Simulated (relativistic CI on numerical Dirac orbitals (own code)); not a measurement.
# Crystal-field levels of Ir4+, 5d5

Calculated by Dirac-Coulomb-Breit CI, KLI orbitals optimised for each configuration, QED by a radiative potential, valence Slater integrals scaled by 0.65, one configuration in a parametric crystal field (own radial code).

Field parameters in Wybourne normalisation: Td as Oh with Dq negative (B⁴₀ = 21Dq, B⁴₄ = √(5/14) B⁴₀). The field is a parameter set, without covalency.

S and J are read from ⟨S²⟩ = S(S + 1) and ⟨J²⟩ = J(J + 1) of each level; they are not fictitious spins.

Td, 10Dq = -3800 cm⁻¹, the lowest 16 levels:

```csv
E (cm⁻¹),Degeneracy,Irrep,S,J
0.0,4,Γ8,2.25,2.52
141,2,Γ7,2.28,2.52
10641,4,Γ8,1.34,2.66
13068,2,Γ7,1.32,2.99
16242,2,Γ6,1.40,3.41
16367,4,Γ8,1.43,3.37
16963,2,Γ7,1.41,3.13
17381,4,Γ8,1.32,4.01
17920,2,Γ6,1.23,5.32
18136,4,Γ8,1.24,5.08
18210,2,Γ7,1.33,4.46
18581,2,Γ6,1.36,4.29
18740,4,Γ8,1.43,4.41
19654,2,Γ7,1.33,3.94
19754,4,Γ8,1.29,4.24
20156,4,Γ8,1.39,4.09
```

Td, 10Dq = -18900 cm⁻¹, the lowest 10 levels:

```tsv
E (cm⁻¹)	Degeneracy	Irrep	S	J
0.0	4	Γ8	0.96	3.70
3821	2	Γ7	1.41	3.85
9383	4	Γ8	1.96	3.05
12210	2	Γ7	1.79	3.94
13136	2	Γ6	1.46	3.20
13761	4	Γ8	1.45	3.37
16700	2	Γ7	1.37	3.30
17413	4	Γ8	1.32	3.84
18129	2	Γ6	1.20	4.77
18926	4	Γ8	1.45	4.31
```

Td, 10Dq = -15850 cm⁻¹, the lowest 16 levels:

```csv
E (cm⁻¹),Degeneracy,Irrep,S,J
0.0,4,Γ8,1.24,3.42
2512,2,Γ7,1.75,3.35
6958,4,Γ8,1.94,3.05
10492,2,Γ7,1.67,4.10
11860,2,Γ6,1.46,3.21
12448,4,Γ8,1.45,3.38
15200,2,Γ7,1.33,3.31
15911,4,Γ8,1.26,3.98
16514,2,Γ6,1.22,4.83
17251,4,Γ8,1.45,4.36
18700,4,Γ8,1.20,4.17
18836,2,Γ6,1.02,4.63
19889,2,Γ7,1.30,3.71
19974,4,Γ8,1.39,4.51
20746,2,Γ7,1.01,4.42
21695,2,Γ7,1.23,4.14
```

Td, 10Dq = -12850 cm⁻¹, the lowest 10 levels:

```csv
E (cm⁻¹),Degeneracy,Irrep,S,J
0.0,4,Γ8,1.66,3.03
1265,2,Γ7,2.01,2.93
6020,4,Γ8,1.74,3.13
10162,2,Γ7,1.53,4.14
11645,2,Γ6,1.45,3.23
12171,4,Γ8,1.45,3.39
14657,2,Γ7,1.30,3.26
15403,4,Γ8,1.22,4.17
15827,2,Γ6,1.24,4.92
16535,4,Γ8,1.43,4.43
```

Td, 10Dq = -9800 cm⁻¹, the lowest 10 levels:

```json
{"E (cm⁻¹)": "0.0", "Degeneracy": "4", "Irrep": "Γ8", "S": "2.01", "J": "2.72"}
{"E (cm⁻¹)": "566", "Degeneracy": "2", "Irrep": "Γ7", "S": "2.17", "J": "2.70"}
{"E (cm⁻¹)": "6966", "Degeneracy": "4", "Irrep": "Γ8", "S": "1.49", "J": "3.08"}
{"E (cm⁻¹)": "11130", "Degeneracy": "2", "Irrep": "Γ7", "S": "1.44", "J": "4.02"}
{"E (cm⁻¹)": "12684", "Degeneracy": "2", "Irrep": "Γ6", "S": "1.44", "J": "3.26"}
{"E (cm⁻¹)": "13106", "Degeneracy": "4", "Irrep": "Γ8", "S": "1.45", "J": "3.40"}
{"E (cm⁻¹)": "15108", "Degeneracy": "2", "Irrep": "Γ7", "S": "1.29", "J": "3.07"}
{"E (cm⁻¹)": "15897", "Degeneracy": "4", "Irrep": "Γ8", "S": "1.22", "J": "4.35"}
{"E (cm⁻¹)": "16190", "Degeneracy": "2", "Irrep": "Γ6", "S": "1.26", "J": "5.02"}
{"E (cm⁻¹)": "16901", "Degeneracy": "4", "Irrep": "Γ8", "S": "1.41", "J": "4.46"}
```

Levels of this model without a field, named by their leading LS term (the scale mimics covalency, so terms lie below those of the real free ion): ⁶S5/2 0, ⁴G5/2 12127, ⁴G7/2 17478, ⁴D3/2 18220, ⁴G11/2 18505, ⁴G5/2 19509, ⁴G9/2 19742, ⁴P1/2 21333 cm⁻¹.
